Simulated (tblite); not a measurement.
C7H15B.
SMILES with atom numbers: `[BH2:1][C:2]([CH3:3])([CH3:4])[CH2:5][CH2:6][CH:7]=[CH2:8]` (hydrogens: H9, H10 on B1; H11, H12, H13 on C3; H14, H15, H16 on C4; H17, H18 on C5; H19, H20 on C6; H21 on C7; H22, H23 on C8)

Geometry (GFN2-xTB, Å), atoms numbered from 1 in this order:
```
atom  x, y, z in Å
B1    -1.627    1.112   -1.070
C2    -1.215    0.091    0.068
C3    -2.291   -1.017   -0.017
C4    -1.269    0.684    1.483
C5     0.153   -0.573   -0.172
C6     1.312    0.430   -0.189
C7     2.579   -0.226   -0.633
C8     3.670   -0.332    0.103
H9    -2.329    2.014   -0.828
H10   -1.289    0.927   -2.174
H11   -2.100   -1.774    0.742
H12   -3.284   -0.605    0.150
H13   -2.280   -1.498   -0.993
H14   -2.279    1.012    1.716
H15   -0.969   -0.057    2.223
H16   -0.611    1.545    1.570
H17    0.345   -1.322    0.602
H18    0.128   -1.091   -1.133
H19    1.453    0.859    0.804
H20    1.061    1.239   -0.881
H21    2.555   -0.646   -1.631
H22    4.560   -0.821   -0.256
H23    3.722    0.075    1.100
```

Level: GFN2-xTB in tblite, geometry and Hessian alike; calculated harmonic values, unscaled, isolated species. Errors from tens to a few hundred cm⁻¹ against measured bands are possible. Modes of hydrogen on boron can be 10 to 20 % off. One conformer, not necessarily the lowest.

Harmonic wavenumbers (cm⁻¹): 57.4, 58.6, 106.9, 135.3, 182.6, 208.3, 219.2, 247.3, 286.4, 315.7, 365.6, 417.0, 435.6, 471.3, 631.8, 770.1, 809.9, 818.4, 823.1, 894.7, 921.8, 943.9, 962.5, 968.2, 1001.1, 1017.2, 1026.5, 1068.3, 1091.5, 1149.6, 1181.7, 1192.6, 1223.5, 1251.7, 1260.8, 1296.5, 1303.1, 1349.2, 1398.2, 1417.7, 1419.3, 1478.7, 1490.1, 1498.7, 1500.9, 1507.0, 1517.9, 1720.0, 2645.1, 2679.0, 2936.1, 2950.1, 2971.6, 2996.5, 3003.3, 3008.3, 3024.3, 3032.4, 3034.6, 3044.9, 3050.3, 3095.3, 3120.0.

A = 3987, B = 953.3, C = 937.5 MHz; mass 110.127 u (most abundant isotopes); point group C1, symmetry number 1.

Question: Zero-point energy?

Answer: Half the sum of the wavenumbers: 44003 cm⁻¹ = 125.81 kcal/mol.

Question: What is S at 298.15 K and 1 bar for an ideal gas of classical rigid rotors and harmonic oscillators?

Answer: Translation 40.03, rotation 28.89, vibration 32.38: S = 101.3 cal/(mol K).

Question: And Cp and H(298.15 K) − H(0)?

Answer: Cp = 41.94 cal/(mol K), of which vibrations give 33.99 (their classical limit is 63 R = 125.2); H(298.15 K) − H(0) = 7.52 kcal/mol without the zero-point energy, 5.15 from vibrations.

Question: Which modes carry the vibrational entropy at 298.15 K?

Answer: 57.4 cm⁻¹: 4.54; 58.6 cm⁻¹: 4.50; 106.9 cm⁻¹: 3.32; 135.3 cm⁻¹: 2.87; 182.6 cm⁻¹: 2.30; 208.3 cm⁻¹: 2.06 cal/(mol K); the other 57 give 12.78 together.

Question: What must be added to the electronic energy to get the Gibbs energy at 298.15 K and 1 bar?

Answer: ZPE + [H(298.15 K) − H(0)] − T·S = 125.81 + 7.52 − 30.20 = 103.13 kcal/mol.

Question: Blend soft modes into free rotors: weight 1/[1 + (100 cm⁻¹/ν̃)⁴] for the oscillator and the rest for a rotor with moment μB/(μ + B), μ = h/(8π²ν), B = 10⁻⁴⁴ kg m². What vibrational entropy results?

Answer: 30.08 cal/(mol K) in place of 32.38, which changes −T·S at 298.15 K by +0.69 kcal/mol.

Question: How do the functions run with temperature in this model?

Answer: 
```tsv
T (K)	S (cal/(mol K))	Cp (cal/(mol K))	H − H(0) (kcal/mol)	G − H(0) (kcal/mol)	ln q(vib)
50	57.8	13.5	0.50	-2.39	0.50
100	69.3	20.4	1.35	-5.58	1.77
373.15	111.7	50.6	10.99	-30.67	9.78
500	128.4	63.9	18.28	-45.90	13.45
750	158.2	83.3	36.85	-81.82	20.52
1000	184.1	96.5	59.43	-124.69	27.22
```

q(vib) and H(0) count from the zero-point level.

Hindered rotation and anharmonicity are outside this model. Other conformers, if any are populated, would add a mixing term that is left out. The structure is chiral; the term R ln 2 for an equal mix with its mirror image is left out.

Time: 2.8 s of wall time. Hardware: Intel Xeon at 2.50 GHz, one thread, no GPU, shared host. This covers the Hessian and the dipole derivatives.
